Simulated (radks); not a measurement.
Problem. The ytterbium ion Yb2+, [Xe] 4f14. Calculated with a radial shooting solver on a logarithmic mesh with Libxc functionals: non-relativistic Kohn-Sham, exchange-only LDA, spin-polarised, spherical densities, point nucleus. Every spin shell is full or empty, so the densities are truly spherical. Functionals are evaluated on that one density, not self-consistently. Rank these exchange functionals by their error against the exact value of the orbitals, and give that value: LDA, PBE, PBEsol, revPBE, PW86, OPTX, WC, SOGGA, EV93, TPSS, SCAN.

Solution. Exact: -275.417 hartree. From best to worst, with 100 (|E| - |E exact|)/|E exact| (equal figures are ties): revPBE +0.02, PW86 -0.06, PBE -0.08, TPSS -0.13, EV93 -0.20, SCAN +0.29, WC -0.40, PBEsol -1.64, SOGGA -1.65, OPTX +2.00, LDA -3.80.
